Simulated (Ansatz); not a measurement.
Geometry optimisation, RKS PBE/def2-SVP (Ansatz).

The input (input.yaml):

```yaml
crystal:
  periodic: [false, false, false]
  atoms:
    - { symbol: Ge, position_ang: [-0.705922, 1.077031, 0.210387] }
    - { symbol: S, position_ang: [2.54739, -0.334527, 0.480841] }
    - { symbol: H, position_ang: [-2.042796, 1.835665, -0.057324] }
    - { symbol: H, position_ang: [-0.605756, 0.824005, 1.739343] }
    - { symbol: H, position_ang: [0.476076, 1.955155, -0.262178] }
    - { symbol: H, position_ang: [1.511647, -0.886441, -0.209768] }
    - { symbol: C, position_ang: [-0.791267, -0.641419, -0.743324] }
    - { symbol: H, position_ang: [2.098496, -0.87663, 1.647296] }
    - { symbol: H, position_ang: [-1.852967, -0.905215, -0.921116] }
    - { symbol: H, position_ang: [-0.345001, -1.465847, -0.155] }
    - { symbol: H, position_ang: [-0.29, -0.581776, -1.729057] }
basis:
  gaussian: { orbitals: def2-SVP }
hamiltonian:
  xc: pbe
relax:
  f_tol: 0.03
  max_steps: 50
```

Run as:

```bash
$ ansatz run input.yaml --threads 2 --pin off --max-ram 3072MiB --backend cpu --events-out ev --progress --plain --runs-dir out
```

Task: Where does it end, and by what steps?

Result: The run converged. The force dipped under the threshold on the way, but the program's further checks kept it going. After 23 steps the energy has fallen by 0.156 eV; H6 moved furthest, 1.64 Å.

```tsv
step	energy less start (eV)	largest force component (eV/Å)	accepted
0	0.0000	0.234	yes
1	-0.0655	0.122	yes
2	-0.0901	0.064	yes
3	-0.0982	0.107	yes
4	-0.1111	0.118	yes
5	-0.0977	0.735	no
6	-0.1188	0.069	yes
7	-0.1244	0.134	yes
8	-0.1302	0.248	yes
9	-0.1375	0.269	yes
10	-0.1432	0.241	yes
11	-0.1502	0.072	yes
12	-0.1454	0.212	no
13	-0.1512	0.012	yes
14	-0.1530	0.035	yes
15	-0.1537	0.070	yes
16	-0.1545	0.029	yes
17	-0.1550	0.022	yes
18	-0.1553	0.087	yes
19	-0.1557	0.044	yes
20	-0.1564	0.046	yes
21	-0.1509	0.481	no
22	-0.1560	0.070	no
23	-0.1565	0.009	yes
```

```xyz
11
Properties=species:S:1:pos:R:3
Ge -0.987 1.245 0.122
S 2.816 -0.615 0.767
H -2.406 1.872 0.016
H -0.665 1.033 1.628
H 0.039 2.249 -0.467
H 2.829 -1.814 0.122
C -0.918 -0.469 -0.841
H 1.991 -1.104 1.732
H -1.657 -1.180 -0.422
H 0.098 -0.898 -0.742
H -1.141 -0.318 -1.915
```

Whether the end is a true minimum wasn't checked by a vibrational analysis.

The run took 44 s on 2 threads of Arm Neoverse V1, with other jobs on the host, peak memory 0.14 GiB.
